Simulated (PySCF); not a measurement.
**Vibration and rotation of MgPb⁺**

ROHF-CCSD(T) constants of MgPb⁺, ²Π (doublet), unpaired electrons π ↑ (PySCF, scalar-relativistic core potentials, basis sets Mg def2-SVP, Pb def2-SVP with ECP60; masses 23.9850 and 207.9766 u):

| Quantity | Value |
| --- | --- |
| ωe | 173.2 cm⁻¹ |
| ωexe | 0.751 cm⁻¹ |
| Be | 0.083193 cm⁻¹ |
| αe | 0.000520 cm⁻¹ |
| D (centrifugal) | 7.68e-08 cm⁻¹ |

**Question.** Give the vibrational terms G(v) and spacings up to v = 6.

**Answer.** G(v) = ωe(v+½) − ωexe(v+½)².

```tsv
v	G(v) (cm⁻¹)	G(v) − G(v−1)	Bv (cm⁻¹)
0	86.4		0.08293
1	258.1	171.7	0.08241
2	428.3	170.2	0.08189
3	597.0	168.7	0.08137
4	764.2	167.2	0.08085
5	929.9	165.7	0.08033
6	1094.1	164.2	0.07981
```

Correlated steps freeze 5 core orbitals. Spin–orbit coupling is left out, which matters for elements this heavy, above all for dissociation energies. The state is the lowest determinant that a PBE0 search found; another state may lie lower at other levels.
